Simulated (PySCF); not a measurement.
C₄H₅B₃F₄.
Atom-mapped SMILES: `[BH2:1][C@:2]1([B:3]([F:4])[F:5])[CH2:6][CH:7]=[C:8]1[B:9]([F:10])[F:11]` (hydrogens: H12, H13 on B1; H14, H15 on C6; H16 on C7)

Computed with PySCF, PBE0-D3(BJ)/def2-SVP geometry optimisation, gas phase.

Q: Give the optimised bond lengths and angles.

A: 
```json
{"bond": "B1–C2", "length (Å)": "1.555"}
{"bond": "C2–B3", "length (Å)": "1.570"}
{"bond": "B3–F4, B3–F5", "length (Å)": "1.319"}
{"bond": "C2–C6", "length (Å)": "1.564"}
{"bond": "C6–C7", "length (Å)": "1.503"}
{"bond": "C7=C8", "length (Å)": "1.351"}
{"bond": "C8–B9", "length (Å)": "1.541"}
{"bond": "B9–F10, B9–F11", "length (Å)": "1.320"}
{"bond": "C2–C8", "length (Å)": "1.541"}
{"bond": "B1–H12, B1–H13", "length (Å)": "1.208"}
{"bond": "C6–H14", "length (Å)": "1.102"}
{"bond": "C6–H15", "length (Å)": "1.102"}
{"bond": "C7–H16", "length (Å)": "1.094"}
```

Bonds in one row agree within 0.01 Å and their mean is given. A selection of angles:
```json
{"angle": "B1–C2–B3", "degrees": "104.6"}
{"angle": "B1–C2–C6", "degrees": "121.4"}
{"angle": "B1–C2–C8", "degrees": "118.5"}
{"angle": "B3–C2–C6", "degrees": "115.0"}
{"angle": "B3–C2–C8", "degrees": "110.8"}
{"angle": "C6–C2–C8", "degrees": "86.2"}
{"angle": "C2–B3–F4", "degrees": "121.8"}
{"angle": "F4–B3–F5", "degrees": "116.7"}
{"angle": "C2–C6–C7", "degrees": "85.8"}
{"angle": "C6–C7–C8", "degrees": "95.8"}
{"angle": "C7–C8–B9", "degrees": "133.4"}
{"angle": "C2–C8–C7", "degrees": "92.2"}
{"angle": "C2–C8–B9", "degrees": "134.3"}
{"angle": "C8–B9–F10", "degrees": "120.8"}
{"angle": "F10–B9–F11", "degrees": "117.5"}
```

Torsions: B1–C2–B3–F4 -103° (anticlinal); B1–C2–C6–C7 -121° (anticlinal); C2–C6–C7–C8 0° (synperiplanar); C6–C7–C8–B9 178° (antiperiplanar); C7–C8–B9–F10 2° (synperiplanar); B1–C2–C8–C7 124° (anticlinal).

The 4-membered ring C2–C6–C7–C8 has internal angles of 85.8° to 95.8° (sum 360°, against 360° for a flat polygon); it is planar, 0.00 Å rms from its mean plane, widest ring torsion 0°. The C–C distances run from 1.351 Å (C7=C8, drawn double) to 1.564 Å (C2–C6, drawn single), a spread of 0.213 Å. B9 (three-coordinate boron) is planar (angles 121.7°, 120.8° and 117.5°, sum 360.0°, 0.01 Å off the plane of its three neighbours). B3 (three-coordinate boron) is planar (angles 121.8°, 121.6° and 116.7°, sum 360.0°, 0.01 Å off the plane of its three neighbours). B1 (three-coordinate boron) is planar (angles 120.4°, 119.8° and 119.7°, sum 359.9°, 0.02 Å off the plane of its three neighbours). The 3 B–C bonds span 1.541 Å (C8–B9, drawn single) to 1.570 Å (C2–B3, drawn single), a spread of 0.029 Å. Of the pairs four or more bonds apart, F4···H14 is among the closest relative to their van der Waals radii: 2.65 Å, 99 % of the sum of Bondi's values.

Point group: C1 (no symmetry element, even within 0.4 Å). PBE0-D3(BJ)/def2-SVP frequencies: not computed here. The numbers are those of one conformer (H–B1–C2–B3 -78° and 99°, B1–C2–B3–F4 -103°).
